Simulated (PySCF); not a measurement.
A run for PySCF: R-HF/3-21G on CH3BrTe (SMILES C[Te]Br), a point of a torsion scan.

```python
from pyscf import gto, scf, dft, mp
from pyscf.data.elements import chemcore

mol = gto.M(
    atom='''
    C    -0.72077684   -0.00787375    0.04213639
    Te    1.05507484    1.21767000   -0.13480295
    Br    1.69832399    0.97860935    2.24862284
    H    -0.81612946   -0.35569808    1.06228356
    H    -1.59121519    0.57781465   -0.22323368
    H    -0.64076663   -0.85722651   -0.62368059
    ''',
    basis='3-21g',
    charge=0, spin=0, verbose=3, max_memory=1800)
mf = scf.RHF(mol)
mf.conv_tol = 1e-8
mf.max_cycle = 100
mf.kernel()
if not mf.converged:
    mf = mf.newton().run(mf.mo_coeff, mf.mo_occ)
```

It printed:

```
converged SCF energy = -9182.15286428787
```

Self-consistency was reached.

Cost: around 1.4 core-seconds (rough).
